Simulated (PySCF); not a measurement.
**Fractional electron number in Mo⁺ (molybdenum, charge +1)**

The 4d alpha orbital of [Kr] 4d5 is emptied in steps (occupation f), with all orbitals relaxed, ending at [Kr] 4d4. Computed with PySCF 2.14 in x2c-TZVPall (8s6p6d1f, 63 functions), with the spin-free X2C one-electron Hamiltonian (Gaussian nucleus). The exact energy is a straight line in f; departures are measured from the line between the end points of the same method.

```tsv
f	BLYP (eV)
1	0.000
0.9	-0.456
0.7	-1.073
0.5	-1.288
0.3	-1.090
0.1	-0.470
0	0.000
```

```tsv
method	E(f=0) − E(f=1) (eV)	−ε at f=1 (eV)	−ε at f=0.5 (eV)
BLYP	16.177	11.140	16.128
```

Orbital energy along the path (eV):

```
  f     BLYP
  1  -11.140
0.9  -12.106
0.7  -14.088
0.5  -16.128
0.3  -18.215
0.1  -20.340
  0  -21.420
```

Reference removal energy between the ground levels: 16.16 ± 0.12 eV (semi-empirical (NIST evaluation); NIST Atomic Spectra Database, ionization energies). The calculation has no spin-orbit coupling. The determinant left behind need not be the lowest term of the ion.
